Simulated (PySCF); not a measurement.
SiBr₂⁺ + Cl₂ → SiCl₂⁺ + Br₂

Level: PBE0 in the def2-TZVP basis family, all electrons, no relativity, computed in PySCF with density fitting; open shells unrestricted.

```tsv
species	state and structure	E (Eh)	ZPE (kJ/mol)	H(298 K) − H(0) (kJ/mol)	S° (J/(mol K))
SiBr₂⁺	doublet, C2v, Si–Br 2.128 Å (×2); Br–Si–Br 123.4°	-5436.82470	6.6	13.0	307.3
Cl₂	singlet, D∞h, Cl–Cl 1.982 Å	-920.08940	3.5	9.1	222.5
SiCl₂⁺	doublet, C2v, Si–Cl 1.963 Å (×2); Cl–Si–Cl 122.4°	-1209.22624	8.7	12.2	284.1
Br₂	singlet, D∞h, Br–Br 2.281 Å	-5147.70672	2.0	9.7	244.8
```

Problem. What is the electronic reaction energy?

Solution. At PBE0/def2-TZVP, ΔE = -49.5 kJ/mol from the differences of the total energies times 2625.5, downhill. 

Problem. Add zero-point, thermal and entropy terms for 298.15 K and 1 bar.

Solution. ΔZPE = 0.6 and Δ[H(298) − H(0)] = -0.2 kJ/mol give ΔH° = -49.1 kJ/mol. ΔS° = -0.9 J/(mol K), so ΔG° = -49.1 − 298.15 × (-0.0009) = -49 kJ/mol and log₁₀K = 8.6.

Only the bonding shown was studied: isomers, or loss of a ligand pair, can lie lower.
